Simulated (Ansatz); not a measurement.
## A barrier at the coupled-cluster level

Start structure (BNH₂BrF, closed shell), relaxed at PBE0-D4/def2-TZVP:

B1  (0.463, 0.285, -0.251)
Br2  (1.004, -0.500, -1.930)
N3  (-0.593, -0.242, 0.474)
H4  (-1.118, -1.041, 0.168)
F5  (1.131, 1.343, 0.188)
H6  (-0.887, 0.155, 1.350)
(Å)

The step: BNH₂BrF ([NH2][B]([F])[Br]) → BNHF ([NH][B][F]) + HBr; bonds formed: Br2–H4; bonds broken: B1–Br2, N3–H4. Computed with Ansatz 0.2.0 (basis: def2-TZVPP and def2-QZVPP); correlated methods freeze the cores. Filled d shells of the heavier atoms are correlated. The def2 sets are not built for correlating such inner shells, so the correlated values are less sure here. Extrapolation: Hartree–Fock as exp(−7.88 √X), correlation as X^−2.97. Energies below are by CCSD(T) at an estimated basis limit (MP2 extrapolated from triple and quadruple zeta, plus CCSD(T) − MP2 in triple zeta).

Task: What are the electronic barrier and the energy of the step, from the start structure to the end structure? (An estimate is asked for; the value comes from the calculation.)

Result: By the calculation: Barrier 3.137 eV; step energy 2.679 eV (uphill); reverse barrier, their difference, 0.457 eV. Barrier and step energy count from the start structure, the reverse barrier from the end structure.

The saddle point: One imaginary mode of 907i cm⁻¹.
```
  pair  start (Å)  saddle (Å)  end (Å)
Br2–H4       3.03        1.64     1.45
B1–Br2       1.93        2.86     3.95
 N3–H4       1.00        1.37     1.95
```

Zero-point energy (harmonic, PBE0-D4): ZPE is 0.952 eV at the start and 0.699 eV at the saddle, so the barrier goes from 3.137 to 2.884 eV.

First-order rate constant out of the start structure at 698 K by transition-state theory, with harmonic vibrational free energies alone and no tunnelling: ΔA‡ = 2.812 eV, so k = (kB T/h) exp(−ΔA‡/kB T) ≈ 10^-7 s⁻¹ (an order of magnitude at best: rotation, the number of equivalent paths and anharmonicity are left out).

No T1 diagnostic of these runs exceeds 0.013.

Labels in which every atom is bracketed show which atoms are joined, not bond orders.

For scale, one of the runs: CCSD(T)/def2-TZVPP, 169 basis functions, launched by `ansatz run in.yaml --threads 4 --pin off --events-out ev --progress --plain --max-ram 9574MiB`. Hardware: 4 CPU threads of an Arm Neoverse V1, shared host. Wall time 35 s; peak host memory 1.5 GiB.
